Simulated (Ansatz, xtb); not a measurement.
## Relative energy of two structures of C2H2K−

Structure X is a singlet given by its coordinates and structure Y is a singlet given by its coordinates. Both are isolated ions in the gas phase, relaxed with PBE0-D3(BJ)/def2-SVPD.

X (Å):

```xyz
5

C     0.4158   -0.8127    0.2243
C     0.8309   -1.6700    1.0193
K    -0.9941    1.2057   -1.0497
H    -2.2444    3.0055   -2.1961
H     1.2110   -2.4191    1.6902
```

Close contacts (Å): C1–C2 1.24, C1–K3 2.77, C2–H5 1.08, K3–H4 2.47.

Y (Å):

```xyz
5

C     1.5939    0.0789   -1.4694
C     1.6320    0.0704   -0.2253
K    -0.9123    0.1793    0.7675
H    -3.1803    0.2760    1.7276
H     1.6248    0.0834   -2.5458
```

Close contacts (Å): C1–C2 1.24, C1–K3 3.36, C2–K3 2.73, C1–H5 1.08, K3–H4 2.46.

**Question.** Which of the two would you expect CCSD(T)/def2-TZVPPD electronic energies to favour?

**Answer.** Too close to call at this level: CCSD(T)/def2-TZVPPD gives E(Y) − E(X) = +0.036 eV.

How the difference moves with the method:

| level | geometry | E(Y) − E(X) (eV) | departure from the last row (eV) | job, with rough time for the two |
| --- | --- | --- | --- | --- |
| PBE0-D3(BJ)/def2-SVPD | PBE0-D3(BJ)/def2-SVPD | +0.003 | −0.032 | optimisation, 72 s |
| HF/def2-TZVPPD | PBE0-D3(BJ)/def2-SVPD | +0.041 | +0.005 | part of the CCSD(T) run |
| MP2/def2-TZVPPD | PBE0-D3(BJ)/def2-SVPD | +0.036 | 0.000 | part of the CCSD(T) run |
| CCSD(T)/def2-TZVPPD | PBE0-D3(BJ)/def2-SVPD | +0.036 |  | single point, 44 s |

The largest departure from CCSD(T)/def2-TZVPPD is that of PBE0-D3(BJ)/def2-SVPD, 0.032 eV. Levels run at GFN2-xTB geometries aren't shown.

With harmonic frequencies from PBE0-D3(BJ)/def2-SVPD (ideal gas, rigid rotor, one conformer each, 298.15 K, 1 atm): on the last row, ΔE + ΔZPE = +0.040 eV. A mode under 50 cm⁻¹ makes harmonic enthalpies and free energies unreliable, so none is given.

The correlated steps freeze 7 core orbitals; the last core shell of K is correlated, in a basis made for valence electrons. Codes used: Ansatz 0.2.0; the last row on 1 thread of Arm Neoverse V2 on a shared host.
